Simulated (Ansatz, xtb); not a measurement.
**Relative energy of two isomers of C5H5BrSe**

We compare I, `BrC1=CC=CC[Se]1`, a singlet, with II, `BrC1=CC[Se]C=C1`, a singlet. Both are isolated molecules in the gas phase, relaxed with PBE-D3(BJ)/def2-SVP.

Energies in hartree; the thermal terms are from GFN2-xTB frequencies at re-optimised GFN2-xTB minima (ideal gas, soft modes damped towards free rotors, one conformer each, 298.15 K, 1 atm) and include the zero-point energy:

|  | I | II |
| --- | --- | --- |
| E, CCSD(T)/def2-SVP | −5164.909107 | −5164.910585 |
| E, MP2/def2-SVP | −5164.830710 | −5164.831834 |
| E, MP2/def2-TZVPP | −5165.880145 | −5165.881148 |
| zero-point energy | 0.080756 | 0.080516 |
| H(298 K) − E | 0.089227 | 0.088883 |
| G(298 K) − E | 0.046677 | 0.046571 |

Correct the CCSD(T) difference for the basis set by the MP2 change, then work out ΔE, ΔE₀, ΔH and ΔG for I → II in kJ/mol (1 Eh = 2625.50 kJ/mol) and the equilibrium ratio [II]/[I].

1. Differences II − I: CCSD(T) −0.001478, MP2 in the small set −0.001124, MP2 in the large set −0.001003 Eh.
2. ΔE = −0.001478 + (−0.001003 − (−0.001124)) = −0.001357 Eh = −3.56 kJ/mol.
3. ΔE₀ = ΔE + ΔZPE = −0.001357 + (−0.000240) Eh = −4.19 kJ/mol.
4. ΔH = ΔE + (−0.000344) Eh = −4.47 kJ/mol.
5. ΔG = ΔE + (−0.000106) Eh = −3.84 kJ/mol, so ΔS = (ΔH − ΔG)/T = −2.1 J/(mol K).
6. kT = 0.9442 mEh, so K = [II]/[I] = exp(−ΔG/kT) = exp(+1.55) ≈ 4.7.

The two are too close for this level to say which is favoured. An error of 4 kJ/mol in ΔG would change K by a factor of 5. Mirror images and further conformers aren't counted.

As drawn, both hold the same kinds of bond in the same numbers.

Other levels gave ΔE = −10.0 (GFN2-xTB); −1.4 (HF/STO-3G, GFN2-xTB geometries); −3.1 (r2SCAN-D4/def2-SVP, GFN2-xTB geometries); −2.1 (PBE-D3(BJ)/def2-SVP); −4.7 (HF/def2-SVP); −3.0 (MP2/def2-SVP); −3.9 (CCSD(T)/def2-SVP) kJ/mol. The correlated steps freeze 23 core orbitals; the filled d shell of Br and Se is correlated, in a basis made for valence electrons. Programs: Ansatz 0.2.0, xtb 6.7.1.
